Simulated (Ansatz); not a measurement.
`F[SiH](F)[S][GeH3]` and `F[SiH](F)[SeH]` differ in one atom or group.

Ansatz, PBE0-D4/def2-TZVP geometries, multiplicity 1. Each molecule was computed in one conformer, which needn't be the lowest.

Scalar relativity is left out up to krypton.

| property | `F[SiH](F)[S][GeH3]` |
| --- | --- |
| HOMO energy (B3LYP/def2-TZVPP) / eV | -7.69 |
| LUMO energy (B3LYP/def2-TZVPP) / eV | -0.83 |
| size of the dipole moment (B3LYP/def2-TZVPP) / D | 1.25 |
| HOMO energy (PBE0/def2-TZVPP) / eV | -7.95 |
| LUMO energy (PBE/def2-TZVPP) / eV | -1.47 |
| HOMO–LUMO gap (PBE0/def2-TZVPP) / eV | 7.37 |

**Question.** What does the change do to each property? (Best estimate.)

**Answer.** The calculation gave: 
```tsv
property	`F[SiH](F)[SeH]`	shift
HOMO energy (B3LYP/def2-TZVPP) / eV	-7.50	0.19
LUMO energy (B3LYP/def2-TZVPP) / eV	-0.66	0.17
size of the dipole moment (B3LYP/def2-TZVPP) / D	0.93	-0.32
HOMO energy (PBE0/def2-TZVPP) / eV	-7.76	0.19
LUMO energy (PBE/def2-TZVPP) / eV	-1.29	0.18
HOMO–LUMO gap (PBE0/def2-TZVPP) / eV	7.36	-0.01
```

Dipoles are sizes alone; their direction can turn.

B3LYP here is the variant with VWN-RPA as its local correlation; programs differ in this.

Spin–orbit coupling is left out; it splits and shifts lone-pair levels of the heavy atoms by tenths of an eV.
